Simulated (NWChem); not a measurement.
# MgH2; SMILES [MgH2]

Computed with NWChem. Pople sets run with spherical d functions. Geometry: optimised at B3LYP/6-31G* (spherical d). Level: PBE0/6-31+G*; the question gives the wavelength of the field.

Problem. Estimate the computed values for field 589 nm. Quantities: isotropic polarisability (bohr³); anisotropy (bohr³).

Solution. 
```
Quantity                          Result
--------------------------------  ------
isotropic polarisability (bohr³)    30.9
anisotropy (bohr³)                   7.6
```
